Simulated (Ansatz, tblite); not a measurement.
Cost and result up the ladder for Ge19AsH30⁻ (50 atoms). Charge -1, multiplicity 1. Geometry: PBE-D4/def2-SVP.

```xyz
50

Ge    1.439   -3.188    2.735
Ge    4.224    2.250   -0.387
Ge    2.339    0.748    2.739
As    1.918   -0.915   -0.696
Ge   -1.360    1.879   -1.833
Ge   -1.312   -0.944    1.006
Ge    0.090    2.831   -0.103
Ge   -1.815   -2.160   -2.701
Ge   -4.769   -0.283   -0.767
Ge    4.089    0.017   -1.372
Ge   -0.752   -0.024   -3.259
Ge    2.668   -1.395    1.600
Ge   -1.267   -2.979   -0.454
Ge   -0.841   -2.329    3.033
Ge    4.243    2.133    2.058
Ge    2.237    3.479   -1.125
Ge    0.360    2.091    2.218
Ge   -3.709    1.903   -1.098
Ge   -3.786   -1.194    1.291
Ge   -4.209   -1.622   -2.743
H     2.269   -3.490    4.029
H     1.550   -4.465    1.846
H     5.501    2.990   -0.911
H     2.395    0.564    4.292
H     2.291   -2.315   -1.230
H    -1.280    3.091   -2.839
H    -0.595    4.233    0.091
H    -1.507   -3.120   -3.904
H    -6.318   -0.028   -0.759
H     5.304   -0.869   -0.954
H     4.124    0.158   -2.927
H     0.796   -0.101   -3.437
H    -1.307    0.413   -4.660
H     4.221   -1.628    1.597
H     0.122   -3.695   -0.589
H    -2.287   -4.147   -0.201
H    -1.729   -3.568    3.409
H    -0.735   -1.496    4.361
H     5.591    1.508    2.538
H     4.185    3.581    2.642
H     2.491    4.997   -0.852
H     2.126    3.333   -2.676
H     0.673    3.447    2.955
H    -0.946    1.543    2.850
H    -3.772    2.739    0.223
H    -4.488    2.742   -2.167
H    -4.399   -0.300    2.427
H    -4.410   -2.617    1.509
H    -4.598   -0.858   -4.053
H    -5.054   -2.938   -2.749
```

Ansatz on 11 threads of AMD EPYC 7R13 on a shared host and a whole NVIDIA H100 80GB HBM3; xTB runs through tblite on one thread. Times are rough, summed over both states, and most runs start from the orbitals of an earlier one. r2SCAN0-D4/def2-TZVP serves as the yardstick here, not as an exact answer. Differences are given only for rows in sets of like size (and for xTB, whose basis is part of the method), since another set adds its own error. The other state is a triplet at its own geometry, which has other bonds, so the gap mixes isomer and spin.

The xTB rows come from tblite. Correlated methods freeze 180 core orbitals; core or outer-core shells of Ge, As are correlated, in sets that lack core-valence functions. The rows differ in basis, and correlated rows in double-zeta sets carry the largest basis error. Single mean-field runs in def2-TZVP are fitted with def2-universal-jkfit.

Correlated methods converge slowly with the basis, most of all in double-zeta sets.

xTB has no spin-polarisation term.

```json
{"level": "GFN1-xTB", "functions": "240", "wall time": "1 s", "triplet − singlet (eV)": "2.25", "difference from r2SCAN0-D4/def2-TZVP (eV)": "0.40"}
{"level": "GFN2-xTB", "functions": "210", "wall time": "1.1 s", "triplet − singlet (eV)": "1.92", "difference from r2SCAN0-D4/def2-TZVP (eV)": "0.07"}
{"level": "PBE-D4/def2-TZVP", "functions": "1140", "wall time": "18 s", "triplet − singlet (eV)": "1.64", "difference from r2SCAN0-D4/def2-TZVP (eV)": "-0.22"}
{"level": "r2SCAN-D4/def2-TZVP (with forces)", "functions": "1140", "wall time": "20 s", "triplet − singlet (eV)": "1.77", "difference from r2SCAN0-D4/def2-TZVP (eV)": "-0.08"}
{"level": "r2SCAN0-D4/def2-TZVP", "functions": "1140", "wall time": "37 s", "triplet − singlet (eV)": "1.85", "difference from r2SCAN0-D4/def2-TZVP (eV)": "0.00"}
{"level": "PBE0-D4/def2-TZVP (with forces)", "functions": "1140", "wall time": "40 s", "triplet − singlet (eV)": "1.82", "difference from r2SCAN0-D4/def2-TZVP (eV)": "-0.04"}
{"level": "MP2/def2-SVP", "functions": "790", "wall time": "40 s", "triplet − singlet (eV)": "2.03", "difference from r2SCAN0-D4/def2-TZVP (eV)": "–"}
```
